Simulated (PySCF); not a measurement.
Compound: C₄H₉B.
Geometry (PBE0-D3(BJ)/def2-SVP, Å), atoms numbered from 1 in this order:
```
atom  x, y, z in Å
B1     1.742   -1.057   -0.277
C2     0.388   -0.320   -0.434
C3     0.165    1.164   -0.038
C4    -1.287    0.808    0.334
C5    -0.903   -0.684    0.341
H6     2.785   -0.475   -0.487
H7     1.784   -2.236    0.003
H8     0.203   -0.430   -1.528
H9     0.763    1.447    0.843
H10    0.323    1.928   -0.814
H11   -1.982    1.041   -0.488
H12   -1.695    1.235    1.263
H13   -0.679   -1.051    1.356
H14   -1.599   -1.394   -0.129
```

Computed, not measured: core-valence-separated Tamm–Dancoff BHandHLYP/aug-pcX-1 (pcseg-1 on H) in PySCF, non-relativistic, gas phase, PBE0-D3(BJ)/def2-SVP geometry. No shift to experiment was applied.

The lowest roots of each edge with f over 0.003 (five at most, numbered afresh; weaker and dark ones are left out), with transition dipoles (au) in the frame of the coordinates:

```json
{"root": "1", "edge": "C", "E (eV)": "284.68", "μx": "0.0292", "μy": "-0.0163", "μz": "0.0068"}
{"root": "2", "edge": "C", "E (eV)": "284.72", "μx": "-0.0249", "μy": "0.0149", "μz": "-0.0095"}
{"root": "3", "edge": "C", "E (eV)": "285.06", "μx": "-0.0089", "μy": "-0.0057", "μz": "-0.0542"}
{"root": "4", "edge": "C", "E (eV)": "285.19", "μx": "-0.0257", "μy": "0.0129", "μz": "0.0025"}
{"root": "5", "edge": "C", "E (eV)": "285.57", "μx": "-0.0267", "μy": "-0.0335", "μz": "-0.0019"}
{"root": "6", "edge": "B", "E (eV)": "185.31", "μx": "-0.0090", "μy": "-0.0328", "μz": "-0.1364"}
{"root": "7", "edge": "B", "E (eV)": "190.87", "μx": "0.0338", "μy": "-0.0175", "μz": "-0.0010"}
{"root": "8", "edge": "B", "E (eV)": "191.31", "μx": "-0.0099", "μy": "0.0177", "μz": "-0.0243"}
{"root": "9", "edge": "B", "E (eV)": "191.39", "μx": "0.0346", "μy": "0.0550", "μz": "-0.0105"}
{"root": "10", "edge": "B", "E (eV)": "191.63", "μx": "-0.0061", "μy": "-0.0055", "μz": "-0.0282"}
```

Problem. What are the oscillator strengths?

Solution. f = (2/3) ΔE |μ|², with ΔE in hartree (27.2114 eV):

| root | ΔE (Eh) | \|μ\|² (au) | f | core hole on |
| --- | --- | --- | --- | --- |
| 1 | 10.4618 | 0.001165 | 0.008 | C3/C5 |
| 2 | 10.4632 | 0.000932 | 0.006 | C3/C5 |
| 3 | 10.4757 | 0.003049 | 0.021 | C2 |
| 4 | 10.4805 | 0.000833 | 0.006 | C4 |
| 5 | 10.4944 | 0.001839 | 0.013 | C3/C5 |
| 6 | 6.8098 | 0.019762 | 0.090 | B1 |
| 7 | 7.0142 | 0.001450 | 0.007 | B1 |
| 8 | 7.0304 | 0.001002 | 0.005 | B1 |
| 9 | 7.0335 | 0.004332 | 0.020 | B1 |
| 10 | 7.0423 | 0.000863 | 0.004 | B1 |

Problem. Molecules are fixed in this frame and the field points along z. What effective strengths 3 f cos²θ do the roots have (θ between field and μ)?

Solution. root 1 (C3/C5): 0.001, root 2 (C3/C5): 0.002, root 3 (C2): 0.062, root 4 (C4): 0.000, root 5 (C3/C5): 0.000, root 6 (B1): 0.253, root 7 (B1): 0.000, root 8 (B1): 0.008, root 9 (B1): 0.002, root 10 (B1): 0.011. Root 6 is the strongest. Averaged over all orientations cos²θ is 1/3, which gives f back.

One conformer stands for the species.
